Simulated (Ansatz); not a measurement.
The first iterations of a band of CH4 + Cl3HSi (10 atoms, charge 0, multiplicity 1).

Method: Ansatz, RKS PBE-D4/def2-SVP.

- movable images: 7
- climbing image: yes
- spring: 5.0 eV/Å²
- optimiser: quadratic models (default)
- start path: through a guess of the saddle point
- force threshold: 0.03 eV/Å
- iteration limit: 60
- end points: relaxed

First end point:

```xyz
10
Properties=species:S:1:pos:R:3
Si -1.296 1.301 0.401
H -1.625 -0.070 0.879
Cl -1.095 1.297 -1.650
Cl -2.810 2.596 0.928
Cl 0.466 1.938 1.260
H 0.271 -1.589 -0.802
C 1.272 -1.414 -0.363
H 1.730 -0.532 -0.848
H 1.908 -2.303 -0.530
H 1.178 -1.225 0.723
```

Last end point:

```xyz
10
Properties=species:S:1:pos:R:3
Si -0.008 1.074 0.267
H -1.911 -1.481 -1.243
Cl -0.864 1.300 -1.608
Cl -1.524 0.806 1.647
Cl 1.000 2.825 0.720
H -2.047 -2.154 -0.895
C 1.160 -0.372 0.277
H 1.963 -0.214 -0.470
H 0.611 -1.301 0.026
H 1.618 -0.483 1.280
```

| iteration | highest image above the first end (eV) | largest band force component (eV/Å) |
| --- | --- | --- |
| 1 | 5.093 | 7.819 |
| 2 | 2.635 | 2.331 |
| 3 | 2.602 | 2.725 |
| 4 | 2.736 | 0.620 |
| 5 | 2.977 | 1.640 |
| 6 | 3.124 | 1.037 |
| 7 | 3.033 | 0.732 |
| 8 | 3.003 | 0.313 |
| 9 | 2.979 | 0.315 |
| 10 | 2.963 | 0.243 |
| 11 | 2.951 | 0.161 |

Task: Does the band converge within its limit, and where does its top end?

Result: It converged. It ended after 33 iterations with the highest image 2.909 eV above the first end. Neighbouring images differ by up to 2.4 eV, so the band resolves the path poorly. A vibrational analysis at the climbing image gives one clearly imaginary mode, 1279i cm⁻¹: a first-order saddle point. The orbitals stay closed-shell, which can raise the energy where a bond breaks towards radicals; this wasn't checked here.

Time of the run: 8.4 min on 2 threads of Arm Neoverse V1, with other jobs on the host, peak memory 0.16 GiB.
